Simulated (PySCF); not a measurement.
Compound: C2HClFGa.
Cartesian coordinates in Å at the PBE0-D3(BJ)/def2-SVP level; atoms count from 1:
```xyz
6
C2HClFGa angstrom
C      1.6679   -0.1894    0.9307
C      0.6232   -0.0252    0.3286
Ga    -1.0026    0.1913   -0.5938
F     -1.3478    1.6400   -1.4938
Cl    -2.5291   -1.2785   -0.6299
H      2.5921   -0.3357    1.4632
```

Method: PySCF 2.14.0, PBE0-D3(BJ)/def2-SVP geometry optimisation, gas phase.

Question: Which atoms are bound to Ga3, and at what distances?

Answer: 3 atoms: F4 1.740 Å, C2 1.882 Å, Cl5 2.119 Å. The nearest atom not counted as bound is C1, at 3.10 Å.

Question: List the angles at Ga3.

Answer: 
```
     angle  degrees  distance of the outer atoms (Å)
C2–Ga3–Cl5    123.4                             3.53
 C2–Ga3–F4    121.4                             3.16
F4–Ga3–Cl5    115.2                             3.26
```

Question: What is the shape at Ga3?

Answer: Planar: angles 123.4°, 121.4° and 115.2°, sum 360.0°, 0.00 Å off the plane of its three neighbours.

Question: What are the other bond lengths?

Answer: C1≡C2 1.217 Å; C1–H6 1.077 Å.

Question: Give some angles away from the centre.

Answer: C1–C2–Ga3 178.8°.

Question: What are the rotational constants (commonest isotopes, rigid rotor)?

Answer: A = 4066, B = 1962, C = 1324 MHz: an asymmetric top.

Point group: Cs (every atom within 0.08 Å of its image). Charge 0, singlet. No frequency check.
